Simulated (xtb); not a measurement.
H$_{3}$Cl$_{3}$OSiTi, charge +1, doublet, geometry from GFN2-xTB (such geometries of metal compounds can be far from the true shape) (the multiplicity is a formal guess); GFN2-xTB run with xtb.

Here is a job for xtb.
```
$ xtb mol.xyz --gfn 2 --chrg 1 --uhf 1 --acc 0.0001 --json

# file mol.xyz
9

Ti    -0.17507707     0.17438403     0.15741319
Cl     0.11630453     2.26937492    -0.07938371
Cl    -0.03099157    -0.17969877     2.25076625
Cl    -2.22030061    -0.16037105    -0.32312225
O      0.91778940    -0.78452048    -0.77835391
Si     1.87399804    -1.75400478    -1.64477986
H      3.18976761    -1.75947743    -0.93149287
H      2.18141537    -0.99819699    -2.89930824
H      1.19701530    -3.04473000    -1.79896425
```

What the program printed (banner, timings and long lists left out):

```
   ID    Z sym.   atoms
    1   22 Ti     1
    2   17 Cl     2-4
    3    8 O      5
    4   14 Si     6
    5    1 H      7-9

           -------------------------------------------------
          |                Calculation Setup                |
           -------------------------------------------------

molecular fragmentation (1/2 indicates fragments):
111111112
# atoms in fragment 1/2:     8     1
 fragment masses (1/2) :      200.33        1.01
CMA distance (Bohr)    :   7.231
constraining FC (au)   :  0.0500

           -------------------------------------------------
          |                 G F N 2 - x T B                 |
           -------------------------------------------------

          ...................................................
          :                      SETUP                      :
          :.................................................:
          :  # basis functions                  57          :
          :  # atomic orbitals                  52          :
          :  # shells                           20          :
          :  # electrons                        37          :
          :  max. iterations                   250          :
          :  Hamiltonian                  GFN2-xTB          :
          :  restarted?                      false          :
          :  GBSA solvation                  false          :
          :  PC potential                    false          :
          :  electronic temp.          300.0000000     K    :
          :  accuracy                    0.0001000          :
          :  -> integral cutoff          0.6500000E+02      :
          :  -> integral neglect         0.1000000E-11      :
          :  -> SCF convergence          0.1000000E-09 Eh   :
          :  -> wf. convergence          0.1000000E-07 e    :
          :  Broyden damping             0.4000000          :
          :  net charge                          1          :
          :  unpaired electrons                  1          :
          ...................................................

 iter      E             dE          RMSdq      gap      omega  full diag
   1    -22.2665552 -0.222666E+02  0.781E+00    2.03       0.0  T
   2    -22.3544324 -0.878772E-01  0.438E+00    3.41       1.0  T
   3    -22.3949013 -0.404689E-01  0.408E+00    2.63       1.0  T
   4    -22.4131774 -0.182761E-01  0.316E+00    2.85       1.0  T
   5    -22.4219705 -0.879305E-02  0.209E+00    2.78       1.0  T
[...]
         :: total energy             -22.378803988752 Eh    ::
[...]
     3  17 Cl       0.763    -0.063   100.929    15.368
     4  17 Cl       0.763    -0.067   101.056    15.377
     5   8 O        1.497    -0.480    22.612     6.412
     6  14 Si       3.618     0.549    96.647    18.868
     7   1 H        0.907     0.076     2.023     2.225
     8   1 H        0.907     0.076     2.018     2.223
     9   1 H        0.918     0.024     2.679     2.560

 Mol. C6AA /au·bohr⁶  :       3400.710799
 Mol. C8AA /au·bohr⁸  :     173498.691882
 Mol. α(0) /au        :        103.286868

Wiberg/Mayer (AO) data.
largest (>0.10) Wiberg bond orders for each atom

 ---------------------------------------------------------------------------
     #   Z sym  total        # sym  WBO       # sym  WBO       # sym  WBO
 ---------------------------------------------------------------------------
     1  22 Ti   4.751 --     4 Cl   1.201     3 Cl   1.199     2 Cl   1.196
                             5 O    0.987     6 Si   0.138
     2  17 Cl   1.380 --     1 Ti   1.196
     3  17 Cl   1.400 --     1 Ti   1.199
     4  17 Cl   1.389 --     1 Ti   1.201
     5   8 O    2.341 --     6 Si   1.140     1 Ti   0.987
     6  14 Si   3.626 --     5 O    1.140     9 H    0.855     7 H    0.721
                             8 H    0.720     1 Ti   0.138
     7   1 H    0.845 --     6 Si   0.721
     8   1 H    0.839 --     6 Si   0.720
     9   1 H    0.981 --     6 Si   0.855
 ---------------------------------------------------------------------------

Topologies differ in total number of bonds
Writing topology from bond orders to xtbtopo.mol

molecular dipole:
                 x           y           z       tot (Debye)
 q only:        1.895      -1.579      -1.568
   full:        1.624      -1.343      -1.339       6.345
molecular quadrupole (traceless):
                xx          xy          yy          xz          yz          zz
 q only:        2.698     -11.846      -1.558     -11.681       9.793      -1.139
  q+dip:        2.398      -9.725      -1.347      -9.846       8.122      -1.051
   full:        2.333     -10.578      -1.631     -10.045       8.379      -0.702

           -------------------------------------------------
          | TOTAL ENERGY              -22.378803988752 Eh   |
          | GRADIENT NORM               0.000095098311 Eh/α |
          | HOMO-LUMO GAP               3.145382288160 eV   |
           -------------------------------------------------

normal termination of xtb
```
